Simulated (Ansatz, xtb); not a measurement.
Dimer: HF (SMILES F) (first 2 atoms) with H2 (SMILES [H][H]); geometry from B3LYP-D3(BJ)/def2-TZVP, rigid monomers moved along the line of their centres of mass till H2···H4 is 1.78 Å.
(charge 0, multiplicity 1):
```csv
atom,x (Å),y (Å),z (Å)
F,-0.0821,0.1939,-0.5040
H,-0.0694,0.0989,0.4177
H,-0.0938,-0.4400,2.1130
H,0.0052,0.2963,2.1836
```

Counterpoise-corrected where a basis set is named; no monomer relaxation.

Frozen-core correlation.

Run with Ansatz (Gaussian orbitals); xtb for the GFN methods. Values without a source in brackets are computed.

Q: Give the interaction energy at the level GFN2-xTB.

A: -0.4 kcal/mol

Ansatz is a first-principles code.
